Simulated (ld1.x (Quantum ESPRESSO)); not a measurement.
## Reading a pseudo-wave (nickel)

Columns: radius, all-electron u(r) and pseudo u(r) of the 3d shell (level -9.14 eV) of nickel in the configuration [Ne] 3s2 3p6 3d8 4s2 4p0; LDA (PZ), scalar-relativistic, TM scheme, ld1.x (Quantum ESPRESSO) 7.5.

```json
{"r (bohr)": "0.060", "all-electron": "0.0283", "pseudo": "0.0046"}
{"r (bohr)": "0.120", "all-electron": "0.1395", "pseudo": "0.0355"}
{"r (bohr)": "0.180", "all-electron": "0.3031", "pseudo": "0.1114"}
{"r (bohr)": "0.240", "all-electron": "0.4773", "pseudo": "0.2377"}
{"r (bohr)": "0.300", "all-electron": "0.6350", "pseudo": "0.4051"}
{"r (bohr)": "0.360", "all-electron": "0.7636", "pseudo": "0.5917"}
{"r (bohr)": "0.420", "all-electron": "0.8594", "pseudo": "0.7704"}
{"r (bohr)": "0.480", "all-electron": "0.9242", "pseudo": "0.9170"}
{"r (bohr)": "0.540", "all-electron": "0.9622", "pseudo": "1.0165"}
{"r (bohr)": "0.600", "all-electron": "0.9784", "pseudo": "1.0660"}
{"r (bohr)": "0.660", "all-electron": "0.9778", "pseudo": "1.0721"}
{"r (bohr)": "0.720", "all-electron": "0.9646", "pseudo": "1.0471"}
{"r (bohr)": "0.780", "all-electron": "0.9424", "pseudo": "1.0040"}
{"r (bohr)": "0.840", "all-electron": "0.9141", "pseudo": "0.9537"}
{"r (bohr)": "0.900", "all-electron": "0.8818", "pseudo": "0.9033"}
{"r (bohr)": "0.960", "all-electron": "0.8470", "pseudo": "0.8565"}
{"r (bohr)": "1.020", "all-electron": "0.8110", "pseudo": "0.8140"}
{"r (bohr)": "1.080", "all-electron": "0.7745", "pseudo": "0.7751"}
{"r (bohr)": "1.140", "all-electron": "0.7383", "pseudo": "0.7383"}
{"r (bohr)": "1.200", "all-electron": "0.7027", "pseudo": "0.7027"}
{"r (bohr)": "1.260", "all-electron": "0.6681", "pseudo": "0.6681"}
{"r (bohr)": "1.320", "all-electron": "0.6347", "pseudo": "0.6347"}
{"r (bohr)": "1.380", "all-electron": "0.6025", "pseudo": "0.6025"}
{"r (bohr)": "1.440", "all-electron": "0.5717", "pseudo": "0.5717"}
{"r (bohr)": "1.500", "all-electron": "0.5422", "pseudo": "0.5422"}
{"r (bohr)": "1.560", "all-electron": "0.5141", "pseudo": "0.5141"}
```

(1) How many radial nodes do the two functions have?

(2) At about which radius was the pseudo-wave matched?

(3) Where does each function peak?

(4) Is the pseudo-wave norm-conserving?

Answers

(1) The all-electron 3d function has n − l − 1 = 0; the pseudo-wave has 0.

(2) 1.20 bohr, where the columns begin to agree (steps of 0.06 bohr).

(3) Outermost all-electron maximum near 0.60 bohr, pseudo maximum near 0.66 bohr (to the table’s step).

(4) Yes: the TM scheme keeps the norm inside the radius equal to the all-electron one, which fixes the energy derivative of the logarithmic derivative at the level.
